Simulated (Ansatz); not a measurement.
System: BaCl, charge 0, multiplicity 2. 
Coordinates optimised at B3LYP-D3(BJ)/def2-TZVP (Ansatz, an electronic-structure program):
SMILES: [Cl][Ba]
```xyz
2

Ba     0.0000     0.0000    -0.6289
Cl     0.0000     0.0000     2.0715
```
Charge 0, spin multiplicity 2.

Basis-set convergence of Hartree-Fock and CCSD correlation energies (hartree) with Ansatz. Correlated levels leave the core frozen unless marked. UHF or UKS for open shells. Spin-orbit coupling is left out. Frozen are the shells of the preceding noble gas and the d and f shells that filled before the atom's block. The outer core of K, Ca and their heavier congeners is not correlated, a term that matters for these elements. Past Kr the def2 sets carry scalar-relativistic core potentials.

| basis | functions | E(HF) | E(corr, CCSD) |
|---|---|---|---|
| def2-SVPD | 60 | -484.54459 | -0.16896 |
| def2-TZVPPD | 91 | -484.71744 | -0.22090 |
| def2-QZVPPD | 139 | -484.73212 | -0.24113 |

Extrapolating the two largest sets (X = 3 and 4) as X^-3: E(corr) = (64·(-0.24113) - 27·(-0.22090))/37 = -0.2559 Eh, an estimate of the basis-set limit. The largest set recovers 94.2 % of it, the smallest 66.0 %.
